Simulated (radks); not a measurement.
Neutral ytterbium inside a hard spherical wall (all orbitals vanish at R), configuration held at [Xe] 4f14 6s2 and not refilled when levels cross. Calculated with a radial shooting solver on a logarithmic mesh with Libxc functionals: scalar-relativistic Kohn-Sham, PBE, spin-polarised, spherical densities, point nucleus. Eigenvalues in eV for spin up, with the zero of energy where the potential of the charges vanishes at infinity; a dash marks a level that is unbound or too diffuse for the functional's potential to be trusted. A positive occupied level is held by the wall or, in an anion where self-interaction has pushed it up, behind a barrier. The pressure on the wall is -dE/dV.

| R (bohr) | E (hartree) | kinetic (hartree) | e(5s) | e(5p) | e(6s) | e(4f) | e(6p, empty) | e(5d, empty) | pressure (GPa) |
|---|---|---|---|---|---|---|---|---|---|
| free | -14059.8048 | 15324.140 | -54.929 | -27.426 | -3.920 | -3.018 | - | - | 0 |
| 15 | -14059.8048 | 15324.140 | -54.927 | -27.424 | -3.919 | -3.016 | -1.090 | -0.661 | 0.000124 |
| 10 | -14059.8028 | 15324.158 | -54.794 | -27.293 | -3.815 | -2.886 | -0.767 | -0.489 | 0.0449 |
| 7 | -14059.7696 | 15324.349 | -53.803 | -26.318 | -2.839 | -1.915 | 1.113 | 0.581 | 1.60 |
| 6 | -14059.7130 | 15324.603 | -52.836 | -25.382 | -1.599 | -0.956 | 3.217 | 1.669 | 5.77 |
| 4 | -14059.0646 | 15327.054 | -47.739 | -20.571 | 8.940 | 4.435 | 19.004 | 8.314 | 129 |
| 3 | -14056.9453 | 15335.022 | -38.815 | -11.651 | 35.453 | 14.923 | 53.640 | 21.518 | 1150 |
| 2 | -14041.7719 | 15386.930 | -0.924 | 32.052 | 168.27 | 57.704 | 205.98 | 81.534 | 23100 |
